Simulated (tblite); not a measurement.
A tight-binding relaxation on `Oc1ccc(-c2ccco2)o1`.

Computed with GFN2-xTB geometry optimisation, gas phase (tblite 0.8.0). Start geometry: from a force field or distance geometry. The input is one job of a driver script: a line of settings, then coordinates in Å.

Input:
```
{"job": {"kind": "relax", "xc": "GFN2-xTB", "basis": "xTB"}, "charge": 0, "multiplicity": 1}
O     -3.391000     0.408600    -1.834000
C     -2.427800     0.135300    -0.872700
C     -2.651500    -0.309700     0.444700
C     -1.425000    -0.452800     1.047700
C     -0.493500    -0.107900     0.092600
C      0.961300    -0.091600     0.206700
C      1.889900     0.264000    -0.759200
C      3.182100     0.140900    -0.220600
C      2.953600    -0.301800     1.075300
O      1.654700    -0.422800     1.303200
O     -1.117900     0.233500    -1.030200
H     -3.733900     1.385600    -1.813700
H     -3.634200    -0.491300     0.907100
H     -1.237600    -0.785100     2.062800
H      1.660600     0.593700    -1.768100
H      4.118300     0.333700    -0.700600
H      3.684700    -0.520200     1.849100
```

Output:
```
step      E/eV     max force
  0    -880.32992    2.714
  1    -880.63487    0.938
  2    -880.67131    0.706
  3    -880.69858    0.578
  4    -880.72734    0.396
  5    -880.74420    0.361
  6    -880.75529    0.332
  7    -880.76203    0.270
  8    -880.76792    0.181
  9    -880.77187    0.147
... (77 lines left out)
 87    -880.99149    0.024
 88    -880.99158    0.020
 89    -880.99167    0.023
 90    -880.99178    0.024
 91    -880.99189    0.019
 92    -880.99197    0.019
 93    -880.99202    0.016
 94    -880.99205    0.016
 95    -880.99208    0.012
 96    -880.99209    0.009
```

«max force» is the largest atomic force in eV/Å.

**Question.** From which step on does the largest force stay under 0.1 eV/Å, and how much energy is left to gain from there?

**Answer.** From step 43 (0.093 eV/Å), 18.2 meV above the end.

In short: energy lowered by 15.3 kcal/mol over 96 steps; largest atomic force 0.009 eV/Å at the end.

The run took 0.52 s of wall time on an Intel Xeon 6975P-C with one thread, no GPU, shared host with 192 logical CPUs at a one-minute load of 44.
Labels such as C1 count atoms from 1, the log's own numbers from 0.
